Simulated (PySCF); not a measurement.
# Zr³⁺: fine-structure interval

Zr³⁺ [Kr] 4d1 [4d3/2^1, M_J = 3/2] → Zr³⁺ [Kr] 4d1 [4d5/2^1, M_J = 5/2], as a difference of total energies. Calculation: PySCF 2.14, in x2c-QZVPPall-2c (13s12p9d3f2g, 133 functions); the two-component X2C-1e Hamiltonian. Correlated levels: [Ar] 3d10 frozen; the 32 highest virtual spinors dropped. "Screened" scales the spin-orbit matrix elements by Boettger's factors to mimic the two-electron term; Breit and QED terms are absent.

```tsv
method	fine-structure interval (cm⁻¹)
GHF (screened spin-orbit)	1346.9
GMP2 (screened spin-orbit)	1256.9
GHF (bare spin-orbit)	1823.5
```
